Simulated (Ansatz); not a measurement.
C$_{3}$H$_{7}$FGe (`F[C@H]1C[C@@H]1[GeH3]`), relaxed with RKS PBE0-D4/def2-TZVP in the Gaussian-basis code of Ansatz from a PBE-D4/def2-SVP geometry. The force threshold is 0.005 eV/Å; the program also tests the step.

The species carries charge 0 and has multiplicity 1.

Start:

```xyz
12

F    -2.495   -0.624   -0.273
C    -1.265   -0.079   -0.541
C    -0.839    1.120    0.246
C    -0.185   -0.242    0.495
Ge    1.666   -0.603   -0.006
H    -1.020   -0.147   -1.617
H    -1.546    1.476    1.012
H    -0.271    1.915   -0.263
H    -0.529   -0.753    1.410
H     2.637   -0.059    1.075
H     1.948    0.122   -1.351
H     1.899   -2.127   -0.187
```

(1) How much energy does the relaxation release, and in how many steps? (An estimate is asked.)

(2) Which bonds change most? (Estimate.)

(3) Give the relaxed structure. (An estimate is asked.)

## Answers

(1) Ansatz gave: 0.04 eV, in 5 steps.

(2) The calculation gave: C2–H6 from 1.105 to 1.085 Å; C3–H8 from 1.103 to 1.084 Å; C3–H7 from 1.102 to 1.083 Å; C4–H9 from 1.103 to 1.085 Å.

(3) Ansatz gave: 
```xyz
12

F    -2.475   -0.609   -0.272
C    -1.247   -0.076   -0.538
C    -0.832    1.109    0.245
C    -0.188   -0.244    0.494
Ge    1.651   -0.598   -0.008
H    -1.010   -0.150   -1.594
H    -1.531    1.460    0.994
H    -0.264    1.888   -0.251
H    -0.533   -0.741    1.394
H     2.614   -0.055    1.061
H     1.926    0.122   -1.341
H     1.889   -2.106   -0.185
```
